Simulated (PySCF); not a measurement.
A GIAO shielding run with PySCF 2.14.0 with density-fitted response routines (density fitting, non-relativistic, gas phase) on `InChI=1S/C5H11FSi/c1-4(3-7)5(2)6/h3H2,1-2,7H3/b5-4-`:

```
$ OMP_NUM_THREADS=1 python probes_run.py task.json out

{"job": {"kind": "nmr", "xc": "PBE0", "basis": "pcSseg-1"}, "charge": 0, "multiplicity": 1}
C      2.485239     0.568119    -0.119657
C      1.029077     0.727164    -0.420693
F      0.683329     2.026749    -0.679946
C      0.079402    -0.200787    -0.469648
C      0.373288    -1.641746    -0.186453
C     -1.343227     0.134865    -0.781645
Si    -2.312310     0.563930     0.808080
H      2.981364     1.524194    -0.266732
H      2.638759     0.255280     0.912940
H      2.943112    -0.168445    -0.777525
H     -0.396391    -2.049900     0.466013
H      1.340973    -1.774785     0.287153
H      0.360172    -2.214783    -1.114135
H     -1.812832    -0.708959    -1.288182
H     -1.385737     0.990189    -1.456267
H     -2.246971    -0.575483     1.729699
H     -1.719099     1.736354     1.444807
H     -3.706907     0.814360     0.440552
```

Hardware: 1 thread of an Arm Neoverse N1, shared host. The job also computes population analyses, field gradients.

**Question.** How large is the calculation?

**Answer.** 64 electrons, 181 basis functions and 959 auxiliary functions.

**Question.** How long does it take, and how much memory does it need?

**Answer.** 51 s of wall time, with 14 SCF cycles and 4 response iterations; peak memory 0.82 GiB. Times on a shared host scatter by some tens of per cent.
